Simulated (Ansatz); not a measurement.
C2H6AlN can be A, `C[C](=N)[AlH2]`, or B, `C=[CH][AlH][NH2]`.

Isolated molecules relaxed with PBE0-D4/def2-TZVP in Ansatz; ΔE leaves out vibrations. CBS: MP2 limit from def2 TZ/QZ plus the TZ coupled-cluster correction, frozen cores. DFT in def2-TZVPP. B3LYP here is the variant with VWN-RPA as its local correlation; programs differ in this. One conformer a species, not always the lowest.

(1) Which is lower in electronic energy at CCSD(T)/CBS, and by how much? (An estimate is asked.)

(2) Give E(B) − E(A) in kcal/mol with ωB97M-V, B3LYP-D4, MP2/def2-TZVPP, BLYP-D4, PBE0-D4, CCSD(T)/def2-SVP, B3LYP. (An estimate is asked.)

(3) Does the order hold for the free energy at 298.15 K (harmonic terms from PBE0-D4)? (An estimate is asked.)

Largest T1 diagnostic: 0.012.

## Answers

(1) Ansatz gave: B, by 36.4 kcal/mol.

(2) The calculation gave: ωB97M-V -35.1, B3LYP-D4 -34.9, MP2/def2-TZVPP -36.6, BLYP-D4 -33.5, PBE0-D4 -33.6, CCSD(T)/def2-SVP -30.6, B3LYP -35.1. None reverses the order clearly.

(3) Computed: Yes: G(B) − G(A) = -35.7 kcal/mol, for one conformer each. Modes under 60 cm⁻¹, often nearly free rotors, make the harmonic entropy too high.

From BLYP to BHLYP (50 % exact exchange), in def2-TZVPP and without D4, E(B) − E(A) moves by −2.5 kcal/mol. At CCSD(T), def2-SVP lies +5.9 kcal/mol from the extrapolated value and def2-TZVPP +1.2 kcal/mol.
